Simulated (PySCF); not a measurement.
A side-by-side comparison of computed properties.

First species: C₆H₇FN₂Si.
Geometry (GFN2-xTB, Å), atoms numbered from 1 in this order:
```
atom  x, y, z in Å
C1    -1.9827   -1.2787   -0.4655
Si2   -0.8472    0.1186    0.1146
N3    -1.7197    1.1926    1.1364
C4     0.1591    1.0604   -1.1767
C5     1.4628    0.8161   -1.0316
C6     1.8557   -0.0785    0.0651
C7     3.2147   -0.3617    0.2982
N8     4.3249   -0.5841    0.4836
C9     0.8210   -0.5581    0.7842
F10    0.9872   -1.3863    1.8265
H11   -2.3183   -1.8773    0.3752
H12   -2.8598   -0.8729   -0.9569
H13   -1.4794   -1.9387   -1.1640
H14   -2.3948    0.8217    1.7847
H15   -1.2636    2.0025    1.5251
H16   -0.2095    1.7047   -1.9557
H17    2.2428    1.2318   -1.6530
```

Second species: C6H11NO2Si.
SMILES: `N#CC[C@@H]1OCC[SiH2]CO1`

Levels: PBE0/pcSseg-1 for HOMO energy, LUMO energy and HOMO–LUMO gap. Geometries: GFN2-xTB. All species are isolated and taken at one optimised geometry, non-relativistic unless stated. Electronic properties by PySCF.

Dipoles, sizes and rotational constants follow the conformer. The torsions of the flexible species, by atom-mapped SMILES:
- `[CH3:1][Si@:2]1([NH2:3])[CH:4]=[CH:5][C:6]([C:7]#[N:8])=[C:9]1[F:10]`: H–N3–Si2–C1 38°, H–N3–Si2–C1 -179°

The conformers of `N#CC[C@@H]1OCC[SiH2]CO1` aren't listed.

Values for the first species:

```
HOMO energy   : -6.99 eV
LUMO energy   : -2.31 eV
HOMO–LUMO gap : 4.68 eV
```

(1) Estimate the same properties for the second species, and the change in each.

Answers

(1) 
```csv
property,first,second,second less first
HOMO energy,-6.99 eV,-7.84 eV,-0.85 eV
LUMO energy,-2.31 eV,0.79 eV,+3.10 eV
HOMO–LUMO gap,4.68 eV,8.63 eV,+3.95 eV
```

